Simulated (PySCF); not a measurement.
Computed properties of CTe2, SMILES C(=[Te])=[Te]

CTe2, SMILES [Te]=C=[Te]. Geometry: B3LYP-D3(BJ)/def2-TZVP. The def2 effective core potentials stand for the cores of Te; spin–orbit coupling is left out. The values are those of a single conformer. All values are computed for the isolated molecule unless a solvent is named; none is compared with measurement here.

**Structure.** The optimised structure has D∞h symmetry. All 4 harmonic modes at B3LYP-D3(BJ)/def2-TZVP (PySCF) are real, so it is a minimum. With heavy atoms numbered as in [C:1](=[Te:2])=[Te:3], the shortest bond between them is C1–Te2 at 1.903 Å and the longest C1–Te3 at 1.903 Å.

**Vibrations.** The strongest infrared lines (harmonic, unscaled, degenerate partners summed) lie at 1129 cm⁻¹ (469 km/mol, C 96 %), 252 cm⁻¹ (29 km/mol, C 96 %). The softest mode is at 252 cm⁻¹ and the zero-point energy is 2.7 kcal/mol.

**Electronic structure.** B3LYP/def2-TZVPD (PySCF) places the frontier levels at -6.33 and -2.78 eV, a gap of 3.55 eV, and gives a dipole moment of 0.00 D and a mean polarisability of 110.2 bohr³. PBE/def2-TZVPD (PySCF) at the same geometry gives -5.69 and -3.24 eV, so its gap is 1.10 eV narrower. An orbital gap is neither the optical nor the fundamental gap.

**Excitations.** TDA-M06-2X/def2-SVPD (PySCF) has S1 at 2.25 eV (550 nm, f = 0.000, dark); the most intense of the 10 singlets computed lies at 5.27 eV (f = 1.48). Strengths of degenerate partners are summed. T1 (TDA) is at 1.96 eV, 0.29 eV under S1. TDA-PBE/def2-SVPD (PySCF) puts S1 at 2.46 eV.
